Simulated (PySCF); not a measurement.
C4H5ClSi, SMILES C#C[Si@H](Cl)C=C.

The structure is a stationary point at B3LYP-D3(BJ)/def2-SVP. The structure was generated by enumeration; whether it is a known compound was not checked. One conformer was computed; it need not be the lowest.

Two levels are set side by side: TDDFT-PBE/def2-SVPD (PySCF) and TDDFT-PBE0/def2-SVPD (PySCF). Vertical, same geometry. The lowest singlet is HOMO−1→LUMO 94 % with PBE and HOMO−1→LUMO 68 % with the other functional; states are paired by order. Differences are taken from unrounded values.

```
quantity                              TDDFT-PBE0  TDDFT-PBE  TDDFT-PBE minus TDDFT-PBE0
------------------------------------  ----------  ---------  --------------------------
lowest singlet excitation (eV)              5.79       5.20                       -0.59
lowest triplet excitation (TDA) (eV)        4.11       4.23                        0.12
```

A lower first singlet is the usual sign of a functional without exact exchange. Differences between two approximate levels are no errors against the true value.

Rough cost on one machine, each run with all the roots and properties that it gave: TDDFT-PBE0 against TDDFT-PBE about 4 times.
